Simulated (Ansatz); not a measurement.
CH7BSi, SMILES `CB[SiH3]` (charge 0, multiplicity 1).

Cartesian coordinates (Å):
```xyz
10

C     -1.5659    -0.1698    -0.1169
B     -0.2593     0.6467     0.0507
Si     1.5865    -0.1658     0.1397
H     -1.5130    -1.2246     0.1574
H     -2.4554     0.2934     0.3162
H     -1.7279    -0.1465    -1.2106
H     -0.3320     1.8453     0.0874
H      2.1357     0.0750     1.5080
H      2.5183     0.4825    -0.8272
H      1.6131    -1.6361    -0.1049
```
Charge 0, multiplicity 1.

Frozen-core energies in 6-31g from Ansatz (a quantum-chemistry and plane-wave program) at a geometry from PBE0-D3(BJ)/def2-TZVP; the HF reference has <S^2> = 0.00 and the T1 diagnostic is 0.010.

```json
[
 {"level": "HF", "energy (Ha)": "-355.44470"},
 {"level": "MP2", "energy (Ha)": "-355.64241"},
 {"level": "CCSD", "energy (Ha)": "-355.68746"}
]
```

**Question.** Estimate the energies of CCSD(T), CCSDT, CCSDT(Q) and CCSDTQ, and give each level's difference from CCSDTQ.

**Answer.** 
| level | energy (Ha) | difference from CCSDTQ (mHa) |
|---|---|---|
| MP2 | -355.64241 | 50.95 |
| CCSD | -355.68746 | 5.90 |
| CCSD(T) | -355.69231 | 1.05 |
| CCSDT | -355.69316 | 0.20 |
| CCSDT(Q) | -355.69335 | 0.01 |
| CCSDTQ | -355.69336 | 0.00 |
